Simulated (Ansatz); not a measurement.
Born–Oppenheimer molecular dynamics of F₃H₃OSi₂ (9 atoms, charge 0, multiplicity 1). It starts from a relaxed structure.

Level of theory: RKS PBE-D4/STO-3G (Ansatz 0.2.0).

* ensemble: NVE (velocity Verlet)
* time step: 0.5 fs
* steps asked: 250
* starting velocities drawn for: 300 K
* seed: 20656

First frame:

```xyz
9
Properties=species:S:1:pos:R:3
Si -0.013 -0.023 0.037
O 0.152 -0.373 1.695
Si -1.300 -0.444 2.613
H -2.261 -1.409 2.078
H -0.904 -0.857 3.951
H -1.972 0.854 2.693
F 1.514 0.102 -0.550
F -0.817 1.388 -0.235
F -0.801 -1.218 -0.777
```

(1) How far do the bonds stretch over the last three quarters of this one trajectory? (Pairs bonded in most of those frames.)

Answers

(1) 
| bond | mean (Å) | spread (Å) | shortest | longest |
| --- | --- | --- | --- | --- |
| Si1–O2 | 1.707 | 0.025 | 1.67 | 1.75 |
| Si1–F7 | 1.642 | 0.008 | 1.62 | 1.66 |
| Si1–F8 | 1.650 | 0.021 | 1.61 | 1.68 |
| Si1–F9 | 1.646 | 0.014 | 1.62 | 1.67 |
| O2–Si3 | 1.733 | 0.028 | 1.68 | 1.78 |
| Si3–H4 | 1.464 | 0.011 | 1.45 | 1.48 |
| Si3–H5 | 1.458 | 0.036 | 1.41 | 1.51 |
| Si3–H6 | 1.465 | 0.013 | 1.44 | 1.48 |

Mean temperature of the second half: 156 K. The conserved energy stayed within 0.087 meV per atom of its start (net change 0.065 meV per atom), so the integration is sound. Over the second half the temperature averaged 0.52 of the 300 K drawn at the start: a run that starts near a minimum puts about half its kinetic energy into the potential. A run of 0.12 ps of so small a system gives no equilibrium averages. Limits of this set-up: minimal basis.

Run time: 7.6 min on 1 thread of Arm Neoverse V2, with other jobs on the host, peak memory 0.092 GiB.
